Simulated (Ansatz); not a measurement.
Consider the formal exchange of groups at a C–C bond: `C=CCO[SiH3]` + `OCBCl` → `C=CB(Cl)CO` + `CO[SiH3]`.

Calculated with Ansatz (gas phase, PBE0-D4/def2-TZVP geometries, no zero-point term in ΔE). CBS: MP2 limit from def2 TZ/QZ plus the TZ coupled-cluster correction, frozen cores. Functionals use def2-TZVPP. One conformer a species, not always the lowest.

Problem. Is it downhill or uphill in electronic energy at CCSD(T)/CBS, and by how much? (Estimate.)

Solution. The calculation gave: Downhill: ΔE = -10.3 kcal/mol.

Problem. What do these levels give: PBE-D4, HF/def2-TZVPP, MP2/def2-TZVPP, CCSD/def2-TZVPP, CCSD(T)/def2-TZVPP, MP2/def2-QZVPP? (Estimate.)

Solution. Computed: PBE-D4 -10.0, HF/def2-TZVPP -10.2, MP2/def2-TZVPP -11.0, CCSD/def2-TZVPP -10.3, CCSD(T)/def2-TZVPP -10.4, MP2/def2-QZVPP -10.8 kcal/mol.

Largest T1 diagnostic among the species: 0.012.
